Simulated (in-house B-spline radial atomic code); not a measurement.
Atomic self-consistent-field run: Nb. Computed with a radial B-spline atomic code at the basis-set limit: scalar-relativistic (X2C) Hartree-Fock, spin-polarised, averaged over the determinants with the given up and down occupations, Fermi nucleus of rms radius 4.324 fm, inside a hard spherical wall at 1.97 bohr.

Command:
```bash
python run_scf.py task.json out
```
Settings (nuclear radius in fm, mass in u):
```
Z                41
configuration    [Kr] 4d4 5p1
hamiltonian      x2c
method           hf
spin_polarised   True
nucleus          fermi
rms_radius       4.324
atomic_mass      92.90637
speed_of_light   137.035999084
wall_radius      1.97
```

Output (hartree, bohr):
```
 radial grid: 59 intervals, B-splines of order 8, outer radius 1.97 bohr

 iter        energy (Eh)    residual
    1       -3800.466354    4.75e-01
    2       -3800.950404    2.06e-02
    3       -3800.953377    9.93e-03
    4       -3800.953935    4.66e-03
    5       -3800.954081    3.68e-04
    6       -3800.954083    8.24e-05
    7       -3800.954083    2.63e-05
    8       -3800.954083    1.91e-06
    9       -3800.954083    6.06e-08

 total energy                     -3800.95408
 kinetic                            4004.4960
 electron-nucleus                  -9356.8812
 electron-electron                  1551.4311

 orbital      occ     eigenvalue          <r>       <r^2>       <1/r>       r_max
 1s up      1.000      -698.2256    0.0355994  0.00172072     43.7297     0.02293
 1s down    1.000      -698.2000    0.0355981  0.00172059     43.7308     0.02293
 2s up      1.000       -97.7981     0.157444   0.0293016     9.78421      0.1329
 2s down    1.000       -97.7029     0.157369   0.0292714     9.78884      0.1329
 2p up      3.000       -86.7809     0.137686    0.023196     9.28838      0.1063
 2p down    3.000       -86.6742     0.137619   0.0231706     9.29159      0.1063
 3s up      1.000       -15.3026      0.44342    0.225683     3.29544      0.3955
 3s down    1.000       -15.2265     0.443396    0.225441     3.29041       0.396
 3p up      3.000       -11.6197     0.447448    0.233575      3.0889      0.3902
 3p down    3.000       -11.5239     0.447558    0.233372     3.08267       0.391
 3d up      5.000        -5.5520     0.441399    0.236353     2.81267       0.338
 3d down    5.000        -5.4124      0.44155    0.235753     2.80646      0.3397
 4s up      1.000        -0.8487       1.0767     1.26854     1.22674       1.052
 4s down    1.000        -0.4627      1.07492     1.26482     1.22917       1.048
 4p up      3.000         0.2964      1.11378     1.35598     1.16483       1.116
 4p down    3.000         0.7581      1.11233     1.35273     1.16589       1.113
 4d up      4.000         2.1982       1.1538     1.46259     1.10905       1.213
 5p up      1.000         6.9061      1.15968     1.57299     1.32586        1.56
```

Time taken, with all properties: 0.41 s on 1 thread of Intel(R) Xeon(R) Platinum 8375C CPU @ 2.90GHz, on a shared host.

One-electron X2C: radii and densities carry no picture-change correction, so inner-shell <1/r> comes out high (for 1s by about 2 % at Z = 33, 5 % at 54, 10 % at 75, 30 % at 118) and <r> low.
